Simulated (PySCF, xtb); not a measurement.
C5H6S, SMILES c1cc(C)cs1.

The structure is a stationary point at PBE0-D3(BJ)/def2-SVP.

Calculation: IEF-PCM-ωB97X/def2-SVP (PySCF).

The values are the electrostatic part of the solvation free energy, E(continuum) − E(gas) at the gas-phase geometry, in a cavity of scaled van der Waals radii (PySCF's table); cavitation and dispersion terms are not included. In vacuum the orbital gap is 10.86 eV. The dipole moment in vacuum is 0.88 D.

| solvent | ε | ΔG(elec) (kcal/mol) | dipole (D) | gap (eV) |
|---|---|---|---|---|
| water | 78.36 | [?] | [?] | [?] |
| toluene | 2.37 | -1.2 | 1.02 | 10.86 |
| ethylethanoate | 5.99 | -2.1 | 1.11 | 10.85 |

Task: Fill in the missing entries. (An estimate is asked for; the answer gives what the named calculation found.)

Result: 
- water, ΔG(elec) (kcal/mol): -2.8
- water, dipole (D): 1.18
- water, gap (eV): 10.85

For comparison, GFN2-xTB/ALPB(water) (xtb, at the GFN2-xTB geometry, all terms of that model) gives 0.7 kcal/mol.
